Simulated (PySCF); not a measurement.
# First hyperpolarisability: `Oc1ccc(C=S)cc1`, C$_{7}$H$_{6}$OS

Geometry (Å), atoms numbered from 1 in this order:
```xyz
15

O     2.8405   -0.6120   -0.0241
C     1.5408   -0.2819   -0.0287
C     0.6189   -1.2844   -0.3758
C    -0.7314   -0.9994   -0.3965
C    -1.2093    0.2870   -0.0740
C    -2.6239    0.6108   -0.0886
S    -3.8666   -0.3760   -0.4554
C    -0.2742    1.2777    0.2706
C     1.0854    1.0028    0.2948
H     3.3697    0.1531    0.2279
H     0.9980   -2.2774   -0.6239
H    -1.4653   -1.7643   -0.6636
H    -2.8382    1.6573    0.1866
H    -0.6263    2.2816    0.5238
H     1.8031    1.7833    0.5650
```

Computed, not measured: quadratic response CAM-B3LYP/aug-cc-pVDZ first hyperpolarisability, Taylor convention, gas phase (PySCF). Geometry: PBE0-D3(BJ)/def2-SVP.

Problem. What is the first hyperpolarisability, and how does it disperse?

Solution. In au, Taylor convention; the vector part is βᵢ = ⅓ Σⱼ (βᵢⱼⱼ + βⱼᵢⱼ + βⱼⱼᵢ); β∥ is 3/5 of the vector part along the dipole, the dipole points from − to +:
```csv
process,λ (nm),β vector norm,β∥,β HRS,depolarisation ratio
"static β(0;0,0)",∞,1963.0,1006.0,813.6,4.98
"second harmonic β(−2ω;ω,ω)",1907,2238.3,1151.2,926.9,4.99
"Pockels β(−ω;ω,0)",1907,2048.1,1050.9,–,–
"Pockels β(−ω;ω,0)",1064,2260.0,1162.7,–,–
```

Second harmonics within 0.3 eV of the first excitation or beyond it are left out.

Problem. Which lowest excitations, dipole and polarisabilities go with it?

Solution. S1 2.30 eV (f = 0.000); S2 4.04 eV (f = 0.494); S3 4.68 eV (f = 0.000); dipole 4.74 D; isotropic α 120.5 au static, 121.5 au at 1907 nm, 123.7 au at 1064 nm, 124.6 au at 953.5 nm.
